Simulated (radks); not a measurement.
Q: The aluminium ion Al10+ is in [He] 2s1. Method: scalar-relativistic Kohn-Sham, PBEsol, spin-polarised, spherical densities, finite nucleus; Fermi nuclear charge, rms radius of each element as measured or else 0.836 A^(1/3) + 0.57 fm; computed with a radial shooting solver on a logarithmic mesh with Libxc functionals. Open shells are filled with parallel spins first. One electron is removed from 1s, 2s in turn, with full relaxation. Which removal costs least, and what does each cost?

A: 2s 442.00 eV; 1s 2011.8 eV. The 2s electron leaves first.
